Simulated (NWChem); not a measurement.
All runs are NWChem calculations. System: H$_{4}$ClNOSi$_{2}$, charge 0, spin multiplicity 1, at a geometry optimised with B3LYP/def2-SVP. The structure started from a generated list of species. Level: PBE/def2-TZVP.

Job file:

```
start mol
memory heap 200 mb stack 800 mb global 1000 mb
geometry units angstroms nocenter noautoz noautosym
  Cl     2.199790    -0.194550     0.028842
  Si     0.206517    -0.697577    -0.223247
  N     -0.835755    -0.337309     1.120232
  Si    -1.700444     0.847032     0.150978
  O     -0.658164     0.431960    -1.131668
  H      0.200014    -2.063780    -0.786537
  H     -0.857439    -0.621100     2.091559
  H     -3.124468     0.536749    -0.146293
  H     -1.583970     2.268596     0.574445
end
basis spherical
  * library def2-tzvp
end
dft
  xc xpbe96 cpbe96
  semidirect memsize 60000000 filesize 0
  iterations 100
end
task dft energy
```

Part of the output:

```
             Northwest Computational Chemistry Package (NWChem) 7.3.0
             --------------------------------------------------------

                                NWChem Input Module
                                -------------------

 Scaling coordinates for geometry "geometry" by  1.889725989
 (inverse scale =  0.529177249)

                             Geometry "geometry" -> ""
                             -------------------------

 Output coordinates in angstroms (scale by  1.889725989 to convert to a.u.)

  No.       Tag          Charge          X              Y              Z
 ---- ---------------- ---------- -------------- -------------- --------------
    1 Cl                  17.0000     2.19979000    -0.19455000     0.02884200
    2 Si                  14.0000     0.20651700    -0.69757700    -0.22324700
    3 N                    7.0000    -0.83575500    -0.33730900     1.12023200
    4 Si                  14.0000    -1.70044400     0.84703200     0.15097800
    5 O                    8.0000    -0.65816400     0.43196000    -1.13166800
    6 H                    1.0000     0.20001400    -2.06378000    -0.78653700
    7 H                    1.0000    -0.85743900    -0.62110000     2.09155900
    8 H                    1.0000    -3.12446800     0.53674900    -0.14629300
    9 H                    1.0000    -1.58397000     2.26859600     0.57444500

 Effective nuclear repulsion energy (a.u.)     368.6135596519

            Nuclear Dipole moment (a.u.)
            ----------------------------
        X                 Y               Z
 ---------------- ---------------- ----------------
    -0.0000151178     0.0000037795     0.0000037795


 Summary of "ao basis" -> "" (spherical)
 ------------------------------------------------------------------------------
       Tag                 Description            Shells   Functions and Types
 ---------------- ------------------------------  ------  ---------------------
 *                         def2-tzvp                  on all atoms

  pbe96 is a nonlocal functional; adding pw91lda local functional.
[...]
 Vector   32  Occ=2.000000D+00  E=-2.433325D-01
              MO Center= -8.0D-01, -1.5D-01,  7.7D-01, r^2= 2.5D+00
   Bfn.  Coefficient  Atom+Function         Bfn.  Coefficient  Atom+Function
  ----- ------------  ---------------      ----- ------------  ---------------
    81      0.272266  3 N  py                80      0.242355  3 N  px
    84      0.237592  3 N  py                83      0.210860  3 N  px
    87      0.209981  3 N  py                86      0.192106  3 N  px
    15      0.103664  1 Cl px                82      0.091681  3 N  pz
   193     -0.091664  9 H  s                188      0.090703  8 H  s

 Vector   33  Occ=0.000000D+00  E=-5.456463D-02
              MO Center= -1.1D+00,  3.2D-01,  1.8D-01, r^2= 5.8D+00
   Bfn.  Coefficient  Atom+Function         Bfn.  Coefficient  Atom+Function
  ----- ------------  ---------------      ----- ------------  ---------------
   125      0.582794  4 Si pz                79     -0.516992  3 N  s
    57      0.329796  2 Si pz               122      0.280179  4 Si pz
    42      0.242808  2 Si s                110      0.228870  4 Si s
    54      0.219181  2 Si pz                20     -0.138055  1 Cl pz
   147      0.135622  5 O  s                 56     -0.131547  2 Si py

 Vector   34  Occ=0.000000D+00  E=-2.571842D-03
              MO Center=  4.2D-01, -5.3D-01, -9.5D-02, r^2= 5.9D+00
   Bfn.  Coefficient  Atom+Function         Bfn.  Coefficient  Atom+Function
  ----- ------------  ---------------      ----- ------------  ---------------
    42      0.867761  2 Si s                110      0.832887  4 Si s
   176     -0.746929  6 H  s                 55      0.557709  2 Si px
     5     -0.520128  1 Cl s                 41      0.484546  2 Si s
    18      0.441532  1 Cl px                52      0.356688  2 Si px
    79     -0.352489  3 N  s                188     -0.336236  8 H  s

 Vector   35  Occ=0.000000D+00  E= 2.392550D-03
              MO Center= -1.3D+00,  2.5D-01,  4.9D-01, r^2= 6.1D+00
   Bfn.  Coefficient  Atom+Function         Bfn.  Coefficient  Atom+Function
  ----- ------------  ---------------      ----- ------------  ---------------
    79      1.392949  3 N  s                123     -1.011537  4 Si px
   124      0.891153  4 Si py               182     -0.702855  7 H  s
   147      0.534871  5 O  s                194     -0.506495  9 H  s
   188     -0.485505  8 H  s                110     -0.386619  4 Si s
   120     -0.247438  4 Si px                55      0.206955  2 Si px

 center of mass
 --------------
 x =   0.11328156 y =  -0.00475925 z =  -0.02541974

 moments of inertia (a.u.)
 ------------------
         340.062789658081         232.347418001509          34.896923213354
         232.347418001509        1164.869884170701          13.623445283141
          34.896923213354          13.623445283141        1180.094492736817

     Multipole analysis of the density
     ---------------------------------

     L   x y z        total         alpha         beta         nuclear
     -   - - -        -----         -----         ----         -------
     0   0 0 0     -0.000000    -32.000000    -32.000000     64.000000

     1   1 0 0     -0.566783     -0.283384     -0.283384     -0.000015
     1   0 1 0     -0.237288     -0.118646     -0.118646      0.000004
     1   0 0 1      0.732627      0.366311      0.366311      0.000004

     2   2 0 0    -38.155916   -277.522725   -277.522725    516.889533
     2   1 1 0     -0.833620     61.913772     61.913772   -124.661164
     2   1 0 1     -1.506280     10.245197     10.245197    -21.996675
     2   0 2 0    -37.077857    -71.871451    -71.871451    106.665044
     2   0 1 1     -0.135091      1.953102      1.953102     -4.041295
     2   0 0 2    -36.349453    -63.537024    -63.537024     90.724595

 Task  times  cpu:      158.3s     wall:      158.3s

 Total times  cpu:      158.3s     wall:      158.3s
```
